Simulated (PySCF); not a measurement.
# Electron correlation in N²⁺ (nitrogen, charge +2)

[He] 2s2 2p1, 2P determinant. All numbers are calculated (PySCF 2.14, the spin-free X2C one-electron Hamiltonian (Gaussian nucleus), in x2c-SVPall (3s2p1d, 14 functions)). Frozen: 1s2; 3 electrons correlated.

MP2 pair energies summed by pair of shells (mhartree):

```json
{"pair": "2s-2s", "energy": "-29.91", "share (%)": "64.0"}
{"pair": "2s-2p", "energy": "-16.81", "share (%)": "36.0"}
```

Total MP2 correlation energy: -46.72 mhartree.

Same-spin part -2.35 and opposite-spin part -44.37 mhartree; SCS-MP2 scales them by 1/3 and 6/5 to -54.03 mhartree.

| level | correlation energy (mhartree) |
| --- | --- |
| CCSD | -75.67 |
| (T) | -0.63 |
| CCSD(T) | -76.30 |

Diagnostics: T1 = 0.0065, D1 = 0.0117, largest double amplitude 0.143.

Cost of the coupled-cluster step: 0.07 s of wall time on 1 thread of Neoverse-V2 (shared host), for 3 correlated electrons.

Iterations:

```
CC2 = 0
CCSD nocc = (np.int64(2), np.int64(1)), nmo = (13, 13)
frozen orbitals [[0], [0]]
max_cycle = 100
direct = 0
conv_tol = 1e-08
conv_tol_normt = 1e-06
diis_space = 8
diis_start_cycle = 0
Init t2, MP2 energy = -0.0467232015748837
Init E_corr(UCCSD) = -0.046723201575353
cycle = 1  E_corr(UCCSD) = -0.0629746408592662  dE = -0.0162514393  norm(t1,t2) = 0.0544526
cycle = 2  E_corr(UCCSD) = -0.069631691449837  dE = -0.00665705059  norm(t1,t2) = 0.0267321
cycle = 3  E_corr(UCCSD) = -0.075772994391868  dE = -0.00614130294  norm(t1,t2) = 0.0136666
cycle = 4  E_corr(UCCSD) = -0.0756473266219185  dE = 0.00012566777  norm(t1,t2) = 0.000824668
cycle = 5  E_corr(UCCSD) = -0.0756837728676338  dE = -3.64462457e-05  norm(t1,t2) = 0.00011167
cycle = 6  E_corr(UCCSD) = -0.0756681969305924  dE = 1.5575937e-05  norm(t1,t2) = 2.79171e-05
cycle = 7  E_corr(UCCSD) = -0.0756734565658054  dE = -5.25963521e-06  norm(t1,t2) = 1.08145e-05
cycle = 8  E_corr(UCCSD) = -0.0756731834694948  dE = 2.73096311e-07  norm(t1,t2) = 1.07401e-06
cycle = 9  E_corr(UCCSD) = -0.0756731228569471  dE = 6.06125477e-08  norm(t1,t2) = 2.76627e-07
cycle = 10  E_corr(UCCSD) = -0.0756730633082698  dE = 5.95486773e-08  norm(t1,t2) = 1.39769e-07
cycle = 11  E_corr(UCCSD) = -0.0756730606459221  dE = 2.66234769e-09  norm(t1,t2) = 6.52205e-09
UCCSD converged
E(UCCSD) = -52.84691948203579  E_corr = -0.07567306064592208
UCCSD(T) correction = -0.000626594959524608
```
